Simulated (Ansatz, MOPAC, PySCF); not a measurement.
Dissociation curve of SMILES [CH3][GaH2] (CH₅Ga). The C1–Ga5 bond (C1 also carries H, H, H; Ga5 carries H, H) is stretched with both fragments frozen at the PBE0/def2-TZVP optimised geometry.

- RKS-M06-2X/6-31G* = restricted M06-2X/6-31G*, spherical d run with PySCF 2.14.0
- UKS-B3LYP = unrestricted B3LYP/cc-pVTZ run with Ansatz (a first-principles code)
- PM7, restricted, heats of formation (MOPAC)

Energies are in kcal/mol, each relative to the lowest point of its own curve near equilibrium.

| R / Å | RKS-M06-2X/6-31G* | UKS-B3LYP | PM7 |
|---|---|---|---|
| 1.46 | 110.6 | 105.7 | 120.1 |
| 1.56 | 60.4 | 57.4 | 70.3 |
| 1.68 | 25.3 | 23.8 | 31.7 |
| 1.76 | 12.0 | 11.2 | 15.8 |
| 1.83 | 5.1 | 4.7 | 7.0 |
| 1.93 | 0.5 | 0.4 | 0.7 |
| 1.97 | 0.0 | 0.0 | 0.0 |
| 2.01 | 0.1 | 0.1 | 0.1 |
| 2.11 | 2.3 | 2.3 | 3.3 |
| 2.17 | 4.6 | 4.5 | 6.9 |
| 2.27 | 9.7 | 9.3 | 14.7 |
| 2.45 | 20.9 | 19.8 | 32.0 |
| 2.65 | 34.5 | 32.2 | 52.4 |
| 3.00 | 57.4 | 52.4 | 84.1 |
| 3.23 | 70.6 | 63.7 | 100.4 |
| 3.53 | 85.5 | 72.7 | 116.8 |
| 3.92 | 101.2 | 78.4 | 131.3 |
| 4.36 | 114.6 | 81.0 | 141.8 |
| 4.84 | 125.3 | 82.1 | 149.1 |
| 5.28 | 132.1 | 82.4 | 153.8 |
| 5.89 | 138.6 | 82.6 | 158.7 |
| 6.82 | 144.3 | 82.7 | 163.3 |

At the longest distance, 6.82 Å, PM7 lies highest above its minimum (163.3 kcal/mol) and UKS-B3LYP lowest (82.7 kcal/mol).

The restricted form behind RKS-M06-2X/6-31G*, PM7 keeps the bonding electrons paired and can't separate into open-shell fragments. The unrestricted determinant behind UKS-B3LYP is spin-contaminated at 3.23 to 6.82 Å (<S²> up to 1.0, against 0.00 for a pure singlet).
